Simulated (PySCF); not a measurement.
C₄H₁₂O₄Si.
Bonds: C1–O2, O2–Si3, Si3–O4, O4–C5, Si3–O6, O6–C7, Si3–O8, O8–C9. Hydrogens: H10, H11, H12 on C1; H13, H14, H15 on C5; H16, H17, H18 on C7; H19, H20, H21 on C9.

Level: PBE0/pcSseg-1 in PySCF, non-relativistic, on one gas-phase PBE0-D3(BJ)/def2-SVP geometry that isn't relaxed in the solvent. The solvent is an IEF-PCM continuum (cavity from Bondi-type radii × 1.2). Only the electrostatic response of the medium enters.

Gas phase at PBE0/pcSseg-1: HOMO -8.00 eV, LUMO 1.32 eV, dipole 0.05 D.

Problem. What does the continuum do to the energy, the frontier levels and the dipole at PBE0/pcSseg-1 in chloroform?

Solution. 
```tsv
solvent	ε	E(solvent) − E(gas) (kcal/mol)	polarisation term (kcal/mol)	distortion of the solute (kcal/mol)	HOMO (eV)	LUMO (eV)	dipole (D)
chloroform	4.711	-3.76	-4.03	0.27	-8.11	1.25	0.06
```

The first energy column is the sum of the next two and covers electrostatics alone.

Problem. Which ESP-fitted charges (PBE0/pcSseg-1) respond most in chloroform (means over atoms taken as equivalent)?

Solution. 
| atoms | environment | gas (e) | solvent (e) | change |
| --- | --- | --- | --- | --- |
| Si3 | oxygen-bound silicon | +1.063 | +1.094 | +0.031 |
| O2/O4/O6/O8 | silyl ether oxygen | -0.400 | -0.425 | -0.025 |
| H10 (×12) | methyl hydrogen | +0.100 | +0.107 | +0.007 |
| C1/C5/C7/C9 | methoxy carbon | -0.165 | -0.168 | -0.003 |

Problem. Which Mayer bond orders change most in chloroform?

Solution. 
```csv
bond,length (Å),gas,solvent,change
C1–O2,1.403,0.895,0.885,-0.010
O4–C5,1.403,0.894,0.884,-0.010
O6–C7,1.403,0.894,0.884,-0.010
O8–C9,1.403,0.895,0.885,-0.010
O2–Si3,1.642,0.984,0.985,+0.001
Si3–O4,1.642,0.986,0.987,+0.001
Si3–O6,1.642,0.986,0.987,+0.001
Si3–O8,1.642,0.983,0.984,+0.001
```

The values belong to the conformer `[CH3:1][O:2][Si:3]([O:4][CH3:5])([O:6][CH3:7])[O:8][CH3:9]`: C1–O2–Si3–O4 44°, O2–Si3–O4–C5 -166°, O2–Si3–O6–C7 -43°, O2–Si3–O8–C9 -74°.
